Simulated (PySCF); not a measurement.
CAM-B3LYP on Mo⁺ (molybdenum, charge +1), [Kr] 4d4 5s1, 5s spin antiparallel (an excited configuration). Calculation: PySCF 2.14, in aug-cc-pwCVDZ-PP with ECP28MDF (6s6p5d3f, 70 functions); scalar relativity through the core potential.

```
cycle= 13 E= -67.4310997285948  delta_E= 0.00138  |g|= 0.138  |ddm|= 0.0179
cycle= 14 E= -67.4292112180189  delta_E= 0.00189  |g|= 0.141  |ddm|= 0.0237
cycle= 15 E= -67.429499016823  delta_E= -0.000288  |g|= 0.141  |ddm|= 0.00458
cycle= 16 E= -67.4856730762576  delta_E= -0.0562  |g|= 0.01  |ddm|= 1.14
cycle= 17 E= -67.4855319346687  delta_E= 0.000141  |g|= 0.00641  |ddm|= 0.0928
cycle= 18 E= -67.4855213570374  delta_E= 1.06e-05  |g|= 0.00621  |ddm|= 0.00601
cycle= 19 E= -67.4856188423929  delta_E= -9.75e-05  |g|= 0.00354  |ddm|= 0.0276
cycle= 20 E= -67.4858260186477  delta_E= -0.000207  |g|= 0.00305  |ddm|= 0.102
cycle= 21 E= -67.4858452507607  delta_E= -1.92e-05  |g|= 0.0002  |ddm|= 0.0268
cycle= 22 E= -67.4858459261371  delta_E= -6.75e-07  |g|= 6.01e-05  |ddm|= 0.00667
cycle= 23 E= -67.4858459619899  delta_E= -3.59e-08  |g|= 2.42e-05  |ddm|= 0.00081
cycle= 24 E= -67.4858459682794  delta_E= -6.29e-09  |g|= 8.25e-06  |ddm|= 0.00063
cycle= 25 E= -67.4858459683915  delta_E= -1.12e-10  |g|= 1.37e-06  |ddm|= 8.35e-05
converged SCF energy = -67.4858459683915  <S^2> = 4.4225653  2S+1 = 4.3232235
```

Highest occupied orbital energy: -12.562 eV; ⟨L²⟩ = 8.61; populations by l: s 2.59, p 6.00, d 4.41, f 0.00.

Problem. Can this result be used?

Solution. Not for this state. The run converged. ⟨L²⟩ = 8.61 against 6 for a pure D term, so this real determinant mixes terms. Energies and moments cover only the electrons outside the core potential. With the s spin flipped the determinant is a mixture of two multiplicities, not a spectroscopic state. The s, p, d and f populations moved away from the nominal configuration during the SCF.
